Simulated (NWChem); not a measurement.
System: CH$_{3}$ClF$_{2}$OSi; SMILES O[Si@H](Cl)C(F)F

The following NWChem deck was run.

```
start job
memory heap 200 mb stack 900 mb global 1100 mb
geometry units angstroms noautosym nocenter noautoz
  O     -1.868198    -0.187840    -0.728276
  Si    -0.228732    -0.393339    -0.527778
  Cl     0.244558    -1.977167     0.736161
  C      0.413601     1.201040     0.350124
  F     -0.567232     1.545447     1.269372
  F      0.514997     2.219159    -0.564413
  H     -2.276328     0.304273     0.009960
  H      0.377077    -0.636157    -1.865820
  H      1.380070     1.122955     0.900544
end
basis spherical
  * library 6-31g*
end
dft
  xc hfexch
  iterations 150
  mulliken
end
task dft energy
esp
  recalculate
  probe 0.07
  range 0.3
  factor 1.0
  spacing 0.02
end
task esp
```

The geometry was optimised at PBE-D3(BJ)/def2-SVP.

Atomic charges in e: unrestrained fits to the electrostatic potential beside Mulliken populations; buried atoms are poorly determined by the fit.

Atoms are numbered as in the input.

Q: What results follow from this input? (Hartree-Fock/6-31G* (spherical d).) Quantities: ESP O1; Mulliken O1; ESP Si2; Mulliken Si2; ESP Cl3; Mulliken Cl3; ESP C4; Mulliken C4; ESP F5; Mulliken F5; relative RMS misfit of the potential (%).

A: The ESP O1 comes out as -0.66, the Mulliken O1 is -0.87 and the ESP Si2 comes out as 0.77. The Mulliken Si2 is 1.11 and the ESP Cl3 is -0.30. The Mulliken Cl3 is -0.36. The ESP C4 is 0.33, the Mulliken C4 is 0.44 and the ESP F5 is -0.25. The Mulliken F5 is -0.45 and the relative RMS misfit of the potential (%) is 27.
